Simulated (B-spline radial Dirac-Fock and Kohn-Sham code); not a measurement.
Mg 3s: cross section and angular parameters

System: atomic magnesium, configuration [Ne] 3s2; threshold 6.60 eV (orbital energy of the model). These are calculated numbers from a radial B-spline solver; the model is Dirac-Hartree-Slater photoionisation with a Latter tail; cross sections with all multipoles, angular parameters from the dipole term and its interference with E2.

Input file task.json (cfg lists n, l and occupation; rrms is the nuclear radius in fm):

```json
{"items": [{
  "Z": 12,
  "q": 0,
  "cfg": [[1, 0, 2], [2, 0, 2], [2, 1, 6], [3, 0, 2]],
  "A": 24,
  "rrms": 3.057,
  "do": "xps",
  "hv": [60, 61.9, 63.5, 112.0, 113.0, 120.0, 191.0, 316.0, 335.0, 340.0, 343.0, 371.0, 381.0, 400, 445.0, 513.0, 589.0, 600, 707.0, 1000, 1486.9, 2320.0, 2440.0, 4190.0, 6000, 6300.0, 7470.0, 8047.8, 12800.0, 15000],
  "edges": {"K": 1303.0, "L1": 88.6}
}]}
```

Command: `python xray2_run.py task.json out`

For linearly polarised light dσ/dΩ = σ/(4π) [1 + β P₂(cos θ) + (δ + γ cos²θ) sin θ cos φ], with θ from the polarisation vector and φ the angle between the beam and the projection of the electron momentum on the plane normal to the polarisation.

| hν (eV) | σ (kb) | β | γ |
| --- | --- | --- | --- |
| 60 | 115 | 2.000 | 0.088 |
| 61.9 | 111 | 2.000 | 0.085 |
| 63.5 | 108 | 2.000 | 0.082 |
| 112 | 49.0 | 2.000 | 0.009 |
| 113 | 48.3 | 2.000 | 0.008 |
| 120 | 44.0 | 2.000 | 0.001 |
| 191 | 21.3 | 2.000 | -0.030 |
| 316 | 9.13 | 2.000 | -0.007 |
| 335 | 8.22 | 2.000 | 0.001 |
| 340 | 8.00 | 2.000 | 0.003 |
| 343 | 7.87 | 2.000 | 0.004 |
| 371 | 6.81 | 2.000 | 0.017 |
| 381 | 6.48 | 2.000 | 0.021 |
| 400 | 5.91 | 2.000 | 0.030 |
| 445 | ? | ? | ? |
| 513 | 3.65 | 2.000 | 0.087 |
| 589 | 2.76 | 2.000 | 0.126 |
| 600 | 2.66 | 2.000 | 0.131 |
| 707 | 1.89 | 2.000 | 0.185 |
| 1000 | 0.894 | 2.000 | 0.319 |
| 1486.9 | 0.358 | 2.000 | 0.516 |
| 2320 | 0.120 | 2.000 | 0.788 |
| 2440 | 0.105 | 2.000 | 0.823 |
| 4190 | 0.0254 | 2.000 | 1.244 |
| 6000 | 0.00939 | 2.000 | 1.581 |
| 6300 | 0.00819 | 2.000 | 1.631 |
| 7470 | 0.00504 | 2.000 | 1.814 |
| 8047.8 | 0.00407 | 2.000 | 1.899 |
| 12800 | 0.00104 | 2.000 | 2.498 |
| 15000 | 0.000643 | 1.999 | 2.731 |

Question: Give the values at 445 eV.

Answer: σ = 4.83 kb, β = 2.000, γ = 0.053. For an s subshell δ is negligible.
